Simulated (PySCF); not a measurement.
Krypton: a sound run and one with changed settings

Sound run: Kr²⁺ [Ar] 3d10 4s2 4p4, Kr³⁺ [Ar] 3d10 4s2 4p3. Calculation: PySCF 2.14, in Sapporo-DKH3-DZP-2012; the spin-free X2C one-electron Hamiltonian (Gaussian nucleus). The sound run starts from symmetry-adapted Hartree-Fock orbitals and uses a fine grid where one is needed.

Changed run: initial guess 1e, at most 8 SCF cycles. This setting is unsound on purpose.

```csv
species,method,sound run (hartree),changed run (hartree),converged
Kr²⁺,UHF,-2786.77248,-2786.77248,no
Kr²⁺,B3LYP,-2788.58517,-2788.58517,no
Kr²⁺,BP86,-2788.89467,-2788.89467,no
Kr³⁺,UHF,-2785.50708,-2785.50708,no
Kr³⁺,B3LYP,-2787.26769,-2787.26769,no
Kr³⁺,BP86,-2787.57713,-2787.57713,no
```

The SCF was stopped early; the energies are upper bounds that still move, and correlated levels were skipped or rest on poor orbitals.
